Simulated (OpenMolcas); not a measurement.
**Computed transition rates of O II**

```yaml
Program: OpenMolcas
Method: "SS-RASPT2, IPEA 0.25 Eh, imaginary shift 0.1 Eh (closed shells correlated: 1s 2s)"
Basis: ANO-RCC-VQZP [5s4p3d2f1g]
Scalar_Hamiltonian: DKH2, point nucleus
Active_space: 3 electrons in 9 orbitals (RAS2 2p; RAS3 3s 3d, at most 1 electron)
State_averaging: 2S+1 = 4 odd, 1 root; 2S+1 = 2 odd, 8 roots; 2S+1 = 4 even, 3 roots; 2S+1 = 2 even, 9 roots
Spin-orbit_coupling: state interaction with AMFI integrals over the reference wave functions, term energies averaged over their components
```

Rates come from the transition moments of the reference wave functions (E1 and E2 in the length form). At fixed line strength A goes as λ^-3 for E1 and M1 and as λ^-5 for E2, so a rate at the computed wavelength can be rescaled to the measured one. Measured vacuum wavelengths follow from level energies in NIST Handbook of Basic Atomic Spectroscopic Data. Branching counts decays inside the model space alone, at computed energies, and the table is only a selection of the E2 and M1 lines, drawn from those between levels with measured partners whose computed energy lies within a factor of 1.5 of the measured one.

```csv
Upper,Lower,Type,λ computed (nm),λ measured (nm),A computed (s-1),A rescaled (s-1),Branching %
2s² 2p³ ²P°_3/2,2s² 2p³ ²D°_5/2,E2,570.4,732.2,3.69e-01,1.06e-01,59.0
2s² 2p³ ²P°_1/2,2s² 2p³ ²D°_3/2,E2,570.4,733.2,3.16e-01,9.00e-02,55.9
2s² 2p³ ²P°_1/2,2s² 2p³ ²D°_5/2,E2,570.5,732.1,2.11e-01,6.06e-02,37.2
2s² 2p³ ²P°_3/2,2s² 2p³ ²D°_3/2,E2,570.3,733.3,1.58e-01,4.50e-02,25.3
2s² 2p³ ²P°_3/2,2s² 2p³ ⁴S°_3/2,M1,223,247.1,6.64e-02,,10.6
2s² 2p³ ²P°_1/2,2s² 2p³ ⁴S°_3/2,M1,223,247.1,2.66e-02,,4.7
2s² 2p³ ²P°_3/2,2s² 2p³ ²D°_3/2,M1,570.3,733.3,2.03e-02,,3.2
2s² 2p³ ²P°_1/2,2s² 2p³ ²D°_3/2,M1,570.4,733.2,1.27e-02,,2.2
2s² 2p³ ²P°_3/2,2s² 2p³ ²D°_5/2,M1,570.4,732.2,1.14e-02,,1.8
2s² 2p³ ²D°_5/2,2s² 2p³ ⁴S°_3/2,E2,366.2,373,3.69e-05,,99.5
2s² 2p³ ²D°_3/2,2s² 2p³ ⁴S°_3/2,E2,366.2,372.7,2.37e-05,,72.3
```

Spin-changing lines and M1 lines between different terms are not rescaled, since their strength hangs on the term gaps too.

The largest correction is for 2s² 2p³ ²P°_3/2 → 2s² 2p³ ²D°_3/2 (E2): 1.58e-01 × (570.3 / 733.3)^5 = 4.50e-02 s-1, a factor of 0.28.

The computed order of these levels differs from the measured one in 2 places, and where term gaps are wrong the rates of spin-changing lines can be off by large factors.

No measured rate stands beside these. Rescaling mends the energy factor alone: line strengths can still be far off where a level mixes with configurations outside the active space, and weak or spin-changing lines hang on small mixing coefficients that depend on the term gaps too, so rescaling need not improve them.

CASPT2 breaks the degeneracy within a term, and the mean is taken; among the terms shown or strongly mixed into the levels shown the widest spread is 110 cm-1 (2s² 2p³ ²D°). With the s shell closed, the reference lacks s² → p² mixing. Measured partners are found by configuration, term and J. A level has none where our copy of the source lacks it or the pairing is in doubt (some pairs that miss far off the trend of their configuration count as doubtful). Levels of configurations outside the active space are missing.

° marks odd parity.
